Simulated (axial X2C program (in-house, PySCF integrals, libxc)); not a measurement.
# Nuclear properties of BrGaBr⁻

Calculated with an axial X2C code built on PySCF integrals: two-component X2C with atomic mean-field Coulomb and Gaunt terms, Gaussian nuclei, basis Br dyall-av3z, Ga dyall-v3z with contracted cores.

Br–Ga–Br held linear, with bonds 2.774 and 2.774 Å (near the PBE0 minimum at charge -1 of the determinant lowest at the starting distance; the state shown can have its own minimum elsewhere, held linear; other orders of the atoms were not compared).

Input and command:
```json
{"zs": [35, 31, 35], "q": -1, "bas": ["dyall-av3z", "dyall-v3z", "dyall-av3z"], "r0": [2.38, 2.38], "symm": 1, "scan": ["PBE0", "HF", "r2SCAN"], "levels": ["PBE0", "HF", "BHandHLYP"], "nst": 2}
```
```bash
python solin.py task.json out
```

Keys: zs atomic numbers; q charge; bas basis sets; r0 starting distance in Å; symm equal bonds; scan levels of the two-bond scan; levels methods; nst determinants followed.

Determinant lowest in the PBE0 search, Ω = 0 (closed shell), highest spinor 64% Br p, 17% Ga s, 10% Ga d:

| level | qzz Br (a.u.) | qzz Ga (a.u.) |
| --- | --- | --- |
| PBE0 | 0.25 | -1.37 |
| HF | 0.02 | -1.03 |
| BHandHLYP | 0.13 | -1.25 |

Determinant 2.48 eV from it at PBE0 and this distance, Ω = 2 (⟨Sz⟩ = 0.99, ⟨Lz⟩ = 1.01 at PBE0), spin on the atoms Br 0.14, Ga 0.72, Br 0.14:

```json
{"level": "PBE0", "A∥/gI Br (MHz)": "130", "qzz Br (a.u.)": "4.50", "A∥/gI Ga (MHz)": "967", "qzz Ga (a.u.)": "0.33"}
{"level": "HF", "A∥/gI Br (MHz)": "158", "qzz Br (a.u.)": "3.75", "A∥/gI Ga (MHz)": "1280", "qzz Ga (a.u.)": "0.41"}
{"level": "BHandHLYP", "A∥/gI Br (MHz)": "143", "qzz Br (a.u.)": "4.48", "A∥/gI Ga (MHz)": "1050", "qzz Ga (a.u.)": "0.39"}
```

A∥ (defined per Ω) follows by multiplying with gI = μI/(I μN); qzz is the electric field gradient, eQq0 = 234.96 MHz × Q/barn × qzz. The operators were transformed with the bare-nucleus X2C matrices; with these basis sets, hyperfine constants and field gradients can be off by tens of per cent, and where levels differ in sign neither size nor sign is settled.

Q: With Q(69Ga) = 0.171 barn (Q from Pyykkö, Mol. Phys. 2018), turn the PBE0 values of the first state into constants in MHz.

A: eQq0(69Ga) = 234.96 × (0.171) × (-1.37) = -55 MHz.

The molecule was held linear; bending was not examined, so a bent shape may lie lower.

Each state is one determinant with collinear spin, which with several unpaired electrons need not be a pure state. Unrestricted Hartree–Fock can overshoot spin polarisation at the nuclei. For an anion, determinants above electron detachment, or with a positive highest level, are held by the basis set. With several open shells hyperfine constants can be off by a factor of several. Open-shell Ω = 0 determinants with evenly filled partner blocks cannot be reached by this program, so the Ω shown need not be the lowest component. The search compared states at one distance, so a state with another bond length can lie lower. Where a field gradient or hyperfine factor spreads by more than a factor of two over the levels, a constant derived from it is not to be relied on. PBE0 term energies can be off by some tenths of an eV.
